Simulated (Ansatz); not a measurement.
Consider the ligand exchange at a Ge–C bond: `[CH3][GeH2][CH2]N` + HI → `[CH3][GeH2][I]` + CH₃NH₂.

Program: Ansatz. Geometries: PBE0-D4/def2-TZVP. ΔE: electronic, gas phase. CCSD(T)/CBS adds triple-zeta CCSD(T) − MP2 to the extrapolated MP2 energy (def2 sets, frozen cores). Functionals use def2-TZVPP. B3LYP here is the variant with VWN-RPA as its local correlation; programs differ in this. def2 core potentials past Kr. For Ge, I outer-core shells are correlated without core-valence functions, which leaves a few kJ/mol of doubt a bond. Scalar relativity is left out up to krypton. One conformer a species, not always the lowest.

```csv
level,ΔE (kcal/mol),difference from CCSD(T)/CBS
PBE0-D4,-28.2,-0.9
B3LYP-D4,-27.9,-0.6
B2PLYP,-28.0,-0.7
r2SCAN,-28.2,-0.9
PBE0,-28.4,-1.1
B3LYP,-28.3,-1.0
MP2/def2-TZVPP,-27.3,0.0
CCSD/def2-TZVPP,-25.9,1.4
HF/def2-QZVPP,-31.8,-4.5
MP2/CBS(def2),-29.1,-1.8
CCSD(T)/CBS,-27.3,0
```

Largest T1 diagnostic among the species: 0.010.

In def2-TZVPP, CCSD(T) changes the Hartree–Fock value by +6.0 kcal/mol (the triples alone add +0.4 kcal/mol) and MP2 by +4.2 kcal/mol. From PBE to PBE0 (25 % exact exchange), in def2-TZVPP and without D4, ΔE moves by −1.0 kcal/mol.
